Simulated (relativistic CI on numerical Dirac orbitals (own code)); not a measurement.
## Ions with 14 electrons, Se²⁰⁺ to I³⁹⁺

These numbers are calculated, not measured: Dirac-Coulomb-Breit CI, KLI orbitals optimised for each configuration, QED by a radiative potential, unscaled Slater integrals (own radial code, finite nucleus).

Configurations in the expansion (outside the closed core [Ne]): 3s²3p², 3s3p³, 3s²3p3d, 3p⁴, 3s3p²3d, 3s²3d², 3s3d³, 3p²3d², 3p3d³. Double excitations out of closed p, d and f shells are left out; levels of such configurations are missing from the list, as are those of other unlisted configurations, and high levels can miss mixing partners.

Energies above each ion's lowest level, in eV. Levels are followed by their leading LS label, which can pass from one level to another where the coupling changes.

| Ion | 3s²3p² ³P0 | 3s²3p² ³P1 | 3s²3p² ³P2 | 3s²3p² ¹D2 | 3s²3p² ¹S0 | 3s3p³ ⁵S°2 | 3s3p³ ³D°1 |
| --- | --- | --- | --- | --- | --- | --- | --- |
| Se²⁰⁺ | 0 | 5.9854 | 8.9344 | 17.814 | 26.017 | 51.049 | 65.323 |
| Br²¹⁺ | 0 | 7.1037 | 10.271 | 20.304 | 28.818 | 54.879 | 69.512 |
| Kr²²⁺ | 0 | 8.3738 | 11.755 | 23.103 | 31.924 | 58.924 | 73.895 |
| Rb²³⁺ | 0 | 9.808 | 13.398 | 26.235 | 35.359 | 63.192 | 78.481 |
| Sr²⁴⁺ | 0 | 11.419 | 15.213 | 29.724 | 39.148 | 67.686 | 83.281 |
| Zr²⁶⁺ | 0 | 15.225 | 19.414 | 37.88 | 47.898 | 77.375 | 93.565 |
| Nb²⁷⁺ | 0 | 17.448 | 21.828 | 42.6 | 52.914 | 82.58 | 99.071 |
| Mo²⁸⁺ | 0 | 19.903 | 47.787 | 24.471 | 58.396 | 88.035 | 104.84 |
| Tc²⁹⁺ | 0 | 22.605 | 53.469 | 27.357 | 64.373 | 93.748 | 110.87 |
| Ru³⁰⁺ | 0 | 25.571 | 59.678 | 30.504 | 70.878 | 99.73 | 117.19 |
| Rh³¹⁺ | 0 | 28.816 | 66.447 | 33.928 | 77.942 | 106 | 123.81 |
| Pd³²⁺ | 0 | 32.358 | 73.809 | 37.645 | 85.601 | 112.56 | 130.74 |
| Ag³³⁺ | 0 | 36.214 | 81.799 | 41.674 | 93.889 | 119.44 | 138.01 |
| Cd³⁴⁺ | 0 | 40.402 | 90.453 | 46.033 | 102.84 | 126.65 | 145.61 |
| In³⁵⁺ | 0 | 44.942 | 99.81 | 50.742 | 112.5 | 134.21 | 153.59 |
| Sn³⁶⁺ | 0 | 49.853 | 109.91 | 55.821 | 122.9 | 142.15 | 161.95 |
| Sb³⁷⁺ | 0 | 55.157 | 120.79 | 61.289 | 134.09 | 150.49 | 170.72 |
| Te³⁸⁺ | 0 | 60.874 | 132.5 | 67.169 | 146.1 | 159.25 | 179.91 |
| I³⁹⁺ | 0 | 67.026 | 145.08 | 73.484 | 158.99 | 168.46 | 189.55 |

The lowest level keeps the configuration 3s²3p² and J = 0 throughout.

Between Z = 50 and 53 the energy of 3s²3p² ³P1 follows a local power law Z^5.1. For orientation: electrostatic splittings inside a shell grow about linearly with the screened charge, excitations that change n as its square, and fine structure as its fourth power; written in Z itself the exponents are larger, since the screened charge grows faster in proportion.
